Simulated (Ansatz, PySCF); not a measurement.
Si(F)(Br)(Me)(OH) (CH4BrFOSi), SMILES C[Si](F)(Br)O. Atoms are numbered in the order given.

```xyz
9

C      2.0137    -0.2046    -1.0349
Si     0.1913    -0.1303    -0.7978
O     -0.4953    -1.5176    -1.3442
F     -0.4313     1.1315    -1.6004
Br    -0.3492     0.2096     1.3298
H      2.4431    -1.0276    -0.4457
H      2.4810     0.7381    -0.7157
H      2.2472    -0.3733    -2.0973
H     -1.4338    -1.6539    -1.1817
```

Geometry: PBE0-D3(BJ)/def2-SVP. One conformer was computed; it need not be the lowest.

Two levels are set side by side: PBE-D3(BJ)/def2-SVP (Ansatz, an electronic-structure program) and PBE0-D3(BJ)/def2-SVP (Ansatz). Each level has its own optimised geometry; the coordinates shown are those of the second. Frequencies come from the Hessian of PySCF at each geometry. Differences are taken from unrounded values.

| quantity | PBE0-D3(BJ) |
|---|---|
| mean bond length (Å) | 1.448 |
| bond C1–Si2 (Å) | 1.839 |
| bond Si2–O3 (Å) | 1.642 |
| bond Si2–F4 (Å) | 1.620 |
| bond Si2–Br5 (Å) | 2.221 |
| bond C1–H6 (Å) | 1.100 |
| bond C1–H7 (Å) | 1.099 |
| bond C1–H8 (Å) | 1.101 |
| bond O3–H9 (Å) | 0.962 |
| highest harmonic wavenumber (cm⁻¹) | 3931 |
| mean harmonic wavenumber (cm⁻¹) | 1166 |
| zero-point energy (kcal/mol) | 35.01 |

What does PBE-D3(BJ) give, and how far is it from PBE0-D3(BJ)? (An estimate is asked for; the answer gives what the named calculation found.)


```json
[
 {"quantity": "mean bond length (Å)", "PBE-D3(BJ)": "1.461", "PBE-D3(BJ) minus PBE0-D3(BJ)": "0.013"},
 {"quantity": "bond C1–Si2 (Å)", "PBE-D3(BJ)": "1.852", "PBE-D3(BJ) minus PBE0-D3(BJ)": "0.013"},
 {"quantity": "bond Si2–O3 (Å)", "PBE-D3(BJ)": "1.660", "PBE-D3(BJ) minus PBE0-D3(BJ)": "0.018"},
 {"quantity": "bond Si2–F4 (Å)", "PBE-D3(BJ)": "1.636", "PBE-D3(BJ) minus PBE0-D3(BJ)": "0.016"},
 {"quantity": "bond Si2–Br5 (Å)", "PBE-D3(BJ)": "2.240", "PBE-D3(BJ) minus PBE0-D3(BJ)": "0.019"},
 {"quantity": "bond C1–H6 (Å)", "PBE-D3(BJ)": "1.107", "PBE-D3(BJ) minus PBE0-D3(BJ)": "0.008"},
 {"quantity": "bond C1–H7 (Å)", "PBE-D3(BJ)": "1.107", "PBE-D3(BJ) minus PBE0-D3(BJ)": "0.008"},
 {"quantity": "bond C1–H8 (Å)", "PBE-D3(BJ)": "1.109", "PBE-D3(BJ) minus PBE0-D3(BJ)": "0.008"},
 {"quantity": "bond O3–H9 (Å)", "PBE-D3(BJ)": "0.974", "PBE-D3(BJ) minus PBE0-D3(BJ)": "0.011"},
 {"quantity": "highest harmonic wavenumber (cm⁻¹)", "PBE-D3(BJ)": "3763", "PBE-D3(BJ) minus PBE0-D3(BJ)": "-167"},
 {"quantity": "mean harmonic wavenumber (cm⁻¹)", "PBE-D3(BJ)": "1129", "PBE-D3(BJ) minus PBE0-D3(BJ)": "-37"},
 {"quantity": "zero-point energy (kcal/mol)", "PBE-D3(BJ)": "33.88", "PBE-D3(BJ) minus PBE0-D3(BJ)": "-1.12"}
]
```

GGA bonds tend to be longer and softer than those of functionals with exact exchange. Differences between two approximate levels are no errors against the true value.
